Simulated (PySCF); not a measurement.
**How methods differ on the excitation energy of Ba**

Ba [Xe] 6s2 (1S) → Ba [Xe] 5d1 6s1 (3D), as a difference of total energies. All numbers are calculated (PySCF 2.14, scalar relativity through the core potential, in def2-TZVPPD with the def2 core potential (46 electrons) (6s4p3d1f, 40 functions)). Correlated levels: valence: 5s2 5p6 frozen. The calculations carry no spin-orbit coupling.

```csv
method,excitation energy (eV),error (eV)
UHF,0.858,-0.302
MP2 (valence),1.217,+0.057
SCS-MP2 (valence),1.322,+0.162
CCSD (valence),1.390,+0.230
```

Reference: 1.160 eV (measured; NIST levels, between the centres of gravity of the two terms).

Errors of the correlated levels include the incompleteness of this basis and the frozen core.

With two correlated electrons CCSD is exact in that space.
